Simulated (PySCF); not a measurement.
# Do core-level shifts follow atomic charges?

Species: C4H12SSi2.
Z-matrix (Å and degrees, PBE0-D3(BJ)/def2-SVP geometry), rows numbered from 1:
```
C 
C   1  1.4984
S   2  1.6334  1  121.86
C   2  1.4979  1  115.40  3  -179.21
Si  4  1.9219  2  105.72  1    90.22
C   4  1.5310  2  115.02  1  -146.64
Si  6  1.8894  4  117.34  2   178.84
H   1  1.0963  2  111.45  3    11.55
H   1  1.1043  2  108.69  3  -108.37
H   1  1.1024  2  111.20  3   134.59
H   4  1.1060  2  108.77  1   -21.87
H   5  1.4907  4  108.61  2    79.09
H   5  1.4930  4  109.96  2   -41.46
H   5  1.4943  4  109.33  2  -160.74
H   6  1.1051  4  108.77  2    57.16
H   6  1.1032  4  109.30  2   -56.83
H   7  1.4953  6  111.60  4    73.17
H   7  1.4972  6  110.68  4   -47.36
H   7  1.4940  6  108.91  4  -167.01
```

Binding energies: delta-SCF UKS SCAN, pcX-2 on the ionised atom, pcseg-1 elsewhere, spin-free X2C (PySCF 2.14.0). Charges: PBE0/pcSseg-1 ground-state density, for the ionised atom.

| atom | environment | C 1s (eV) | Mulliken (e) | IAO (e) | Hirshfeld (e) | ESP (e) |
| --- | --- | --- | --- | --- | --- | --- |
| C6 | sp3 carbon bound to silicon | 290.30 | -0.456 | -0.529 | -0.160 | -0.229 |
| C4 | sp3 carbon bound to silicon | 290.70 | -0.475 | -0.361 | -0.104 | +0.072 |
| C1 | methyl carbon | 291.03 | -0.158 | -0.424 | -0.117 | -0.378 |
| C2 | thiocarbonyl carbon | 291.83 | -0.337 | -0.018 | +0.057 | +0.092 |

Q: How well does each charge scheme correlate with the binding energies over these sites?

A: Hirshfeld: r = 0.95, slope 6.5 eV per e; IAO: r = 0.94, slope 2.8 eV per e; Mulliken: r = 0.44, slope 2.0 eV per e; ESP: r = 0.42, slope 1.2 eV per e. On 4 points no scheme stands out.

Q: The point-charge model writes a binding energy as kq + V + constant, with V the potential of the other atoms' charges at the site. What does it give with the Hirshfeld charges?

A: V = Σ 14.40 eV Å × q/r over all other atoms: +1.92 eV at C6, +1.35 eV at C4, +1.98 eV at C1, -1.30 eV at C2. Fitting binding energy − V to q gives k = 22.5 eV per e and leaves an rms residual of 0.12 eV, against 0.18 eV for the fit on q alone. The model has no term for differences in relaxation between sites.

The unrestricted hole states depart most from a pure doublet (⟨S²⟩ = 0.75; over 0.85 named) for C 1s of C2 (0.96), which makes this value less certain. Geometry: PBE0-D3(BJ)/def2-SVP, one conformer, isolated molecule.
